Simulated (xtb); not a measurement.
rhenium atom (Re), sextet (GFN-xTB shapes and energies of metal compounds can be far from the true ones). Base run: GFN2-xTB run with xtb 6.7.1.

Here is a job for xtb.
```
$ xtb mol.xyz --gfn 2 --uhf 5 --json

# file mol.xyz
1

Re     0.00000000     0.00000000     0.00000000
```

Each row names what was changed in the base input (with any setting that the change needs).

| change | ΔE vs base (kcal/mol) | SCF cycles |
|---|---|---|
| base | 0.000 | 43 |
| etemp = 5000 | -0.73 | 16 |
| acc = 30 | 0.000 | 29 |
| gbsa = thf | -15.10 | 44 |
| acc = 0.1 | 0.000 | 52 |
| acc = 1000 | 0.000 | 14 |
| etemp = 1000 | 0.000 | 30 |

ALPB and GBSA are two models with their own fitted parameters for each solvent, which aren't always the measured dielectric constant.
